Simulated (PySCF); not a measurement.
Ligands exchanged one at a time, B Br-H. All species are isolated molecules in the gas phase. Strings in code marks are SMILES.

The numbers are results of PySCF with PBE0-D4/def2-TZVP, not measurements. 

```
species                               LUMO (eV)  HOMO–LUMO gap (eV)
-----------------------------------  ----------  ------------------
0 of 3 Br replaced by H                   -2.10          (withheld)
1 of 3 Br replaced by H (`B(Br)Br`)       -2.04                6.50
2 of 3 Br replaced by H (`BBr`)      (withheld)                6.22
3 of 3 Br replaced by H                   -1.95                7.97
```

Q: Some entries are withheld; supply them.

A: 
- 0 of 3 Br replaced by H, HOMO–LUMO gap (eV): 6.21
- 2 of 3 Br replaced by H (`BBr`), LUMO (eV): -2.01
